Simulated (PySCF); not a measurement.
Species: C2H8Sn.
Bonds: C1–C2, C2–Sn3. Hydrogens: H4, H5, H6 on C1; H7, H8 on C2; H9, H10, H11 on Sn3.

Level of theory: PySCF, PBE0-D3(BJ)/def2-SVP geometry optimisation, gas phase, def2 core potentials past Kr.

Question: How far are the bound atoms from Sn3?

Answer: 4 atoms: H10 1.717 Å, H11 1.718 Å, H9 1.718 Å, C2 2.163 Å. The nearest atom not counted as bound is H8, at 2.70 Å (others tie with it).

Question: List the angles at Sn3.

Answer: 
```tsv
angle	degrees	distance of the outer atoms (Å)
C2–Sn3–H10	110.9	3.21
C2–Sn3–H11	109.8	3.18
C2–Sn3–H9	109.7	3.18
H10–Sn3–H11	109.0	2.80
H9–Sn3–H10	109.0	2.80
H9–Sn3–H11	108.5	2.79
```

Question: What is the shape at Sn3?

Answer: Tetrahedral: angles from 108.5° to 110.9°; τ4 = (360° − α − β)/141° = 0.99 with α and β the two widest (0 for a square, 1 for a tetrahedron).

Question: What are the other bond lengths?

Answer: C1–C2 1.522 Å; C1–H4, C1–H5, C1–H6 1.102 Å; C2–H7, C2–H8 1.102 Å.

Question: Give some angles away from the centre.

Answer: C1–C2–Sn3 113.6°.

Question: What are the rotational constants (commonest isotopes, rigid rotor)?

Answer: A = 20534, B = 2806, C = 2652 MHz: a near-prolate asymmetric top.

Point group: Cs (every atom within 0.08 Å of its image). Charge 0, singlet. Not checked by PBE0-D3(BJ)/def2-SVP frequencies.
